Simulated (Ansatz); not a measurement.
Reaction (formal exchange of groups at the Si–Si bond): `O[SiH2]N[SiH2][SiH3]` + `O=CCO` → `O=CC(O)[SiH3]` + `O[SiH2]N[SiH3]`

Computed with Ansatz on PBE0-D4/def2-TZVP structures; ΔE is electronic, products minus reactants. CCSD(T)/CBS is the MP2 limit (def2-TZVPP, def2-QZVPP) plus CCSD(T) − MP2 in def2-TZVPP, frozen cores. DFT in def2-TZVPP. Each species was taken in one conformer, which may not be the lowest.

`O[SiH2]N[SiH2][SiH3]`:

Cartesian coordinates in Å:
```
O 1.589 0.170 2.364
Si 1.633 0.388 0.735
N 0.349 1.335 0.099
Si -1.059 0.823 -0.771
Si -1.164 -1.513 -0.918
H 0.832 -0.288 2.732
H 1.544 -0.916 0.025
H 2.932 1.060 0.514
H 0.394 2.325 0.302
H -2.295 1.300 -0.085
H -1.096 1.401 -2.145
H -1.033 -2.138 0.428
H -0.123 -2.081 -1.813
H -2.503 -1.865 -1.466
```

`O=CCO`:

Cartesian coordinates in Å:
```
O 0.739 1.008 -1.188
C -0.258 0.473 -0.780
C -0.247 -0.375 0.453
O 1.015 -0.451 1.024
H -1.231 0.585 -1.298
H -0.985 0.047 1.154
H -0.627 -1.371 0.174
H 1.594 0.085 0.462
```

`O=CC(O)[SiH3]`:

Cartesian coordinates in Å:
```
O 1.234 1.950 -0.338
C 0.958 1.027 0.388
C -0.374 0.375 0.342
O -1.251 1.048 -0.516
Si -0.215 -1.442 -0.253
H 1.688 0.617 1.111
H -0.765 0.341 1.372
H -0.725 1.765 -0.907
H -1.576 -2.027 -0.266
H 0.374 -1.446 -1.614
H 0.653 -2.208 0.682
```

`O[SiH2]N[SiH3]`:

```xyz
11

O     2.231   -0.402   -0.138
Si    1.055    0.645   -0.616
N    -0.395    0.552    0.304
Si   -1.548   -0.735    0.325
H     2.554   -0.332    0.762
H     0.806    0.253   -2.019
H     1.516    2.054   -0.495
H    -0.567    1.329    0.926
H    -1.545   -1.484    1.612
H    -1.179   -1.660   -0.775
H    -2.928   -0.220    0.114
```

(1) Is it downhill or uphill in electronic energy at CCSD(T)/CBS, and by how much? (Best estimate.)

(2) What do these levels give: PBE-D4, ωB97X-V, B2PLYP, PBE, r2SCAN, PBE0, HF/def2-TZVPP, CCSD/def2-TZVPP, HF/def2-QZVPP, MP2/def2-QZVPP, SCS-MP2/def2-QZVPP, MP2/CBS(def2)? (Best estimate.)

Largest T1 diagnostic among the species: 0.015.

Results:

(1) Ansatz gave: Uphill: ΔE = +0.09 eV.

(2) Ansatz gave: PBE-D4 0.18, ωB97X-V 0.11, B2PLYP 0.05, PBE 0.16, r2SCAN 0.10, PBE0 0.17, HF/def2-TZVPP 0.06, CCSD/def2-TZVPP 0.10, HF/def2-QZVPP 0.05, MP2/def2-QZVPP 0.02, SCS-MP2/def2-QZVPP 0.02, MP2/CBS(def2) 0.02 eV.
